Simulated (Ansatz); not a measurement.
`N[SiH](N)[SiH3]`. Total charge 0; spin multiplicity 1. The structure was optimised at the PBE0-D4/def2-TZVP level. It is one conformer, not always the lowest.

```xyz
12

N    -1.647   -0.457    0.868
Si   -0.451   -0.276   -0.350
N    -0.691    1.248   -1.097
Si    1.782   -0.260    0.388
H    -1.995   -1.373    1.099
H    -1.687    0.169    1.656
H    -0.660   -1.484   -1.208
H     0.061    1.719   -1.571
H    -1.590    1.495   -1.482
H     2.192   -1.619    0.843
H     1.955    0.675    1.536
H     2.732    0.163   -0.682
```

Problem. What is the dipole moment at PBE/def2-TZVPP? (Best estimate.)

Solution. The calculation gave: 1.32 D, with components (-1.23, 0.48, 0.01) D in this frame, pointing from negative to positive charge.

Problem. And with r2SCAN, B3LYP, ωB97M-V? (Estimate.)

Solution. Ansatz gave: r2SCAN 1.28 D, B3LYP 1.20 D, ωB97M-V 1.21 D.

Problem. Give the Mulliken charges with PBE, ωB97M-V, r2SCAN in def2-TZVPP. (Estimate.)

Solution. Computed: 
| atom | PBE | ωB97M-V | r2SCAN |
| --- | --- | --- | --- |
| N1 | -0.38 | -0.37 | -0.45 |
| Si2 | 0.40 | 0.43 | 0.51 |
| N3 | -0.38 | -0.36 | -0.45 |
| Si4 | 0.04 | 0.00 | 0.12 |
| H5 | 0.15 | 0.12 | 0.16 |
| H6 | 0.15 | 0.12 | 0.16 |
| H7 | -0.11 | -0.08 | -0.13 |
| H8 | 0.15 | 0.11 | 0.15 |
| H9 | 0.15 | 0.12 | 0.16 |
| H10 | -0.05 | -0.03 | -0.07 |
| H11 | -0.05 | -0.03 | -0.07 |
| H12 | -0.05 | -0.03 | -0.07 |

B3LYP here is the variant with VWN-RPA as its local correlation; programs differ in this.
